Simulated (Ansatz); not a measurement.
Basis-set extrapolation for Cl2F2H2Si2 (`F[Si](F)(Cl)[SiH2]Cl`) (PBE0-D4/def2-TZVP geometry, frozen core, Ansatz). Multiplicity 1, RHF reference.

```tsv
	def2-TZVPP	def2-QZVPP
HF	-1697.297442	-1697.351089
MP2 correlation	-1.101786	-1.209892
CCSD(T) correlation	-1.193981	not run
```

Energies in hartree. Use E(X) = E(∞) + A·exp(−7.88·√X) for Hartree–Fock and E(X) = E(∞) + B·X^(−2.97) for correlation, with X = 3 and 4, and add CCSD(T) minus MP2 of the smaller set to the MP2 limit.

Task: What is the CCSD(T) energy at the basis-set limit?

Result: HF limit: -1697.351089 + (-0.053647) × 0.13774 = -1697.35848. MP2 limit: -1.209892 + (-0.108106) × 0.74074 = -1.28997. Higher-order term: -1.193981 − (-1.101786) = -0.09220. Total: -1698.74065 hartree, 654.3 kJ/mol below CCSD(T)/def2-TZVPP.
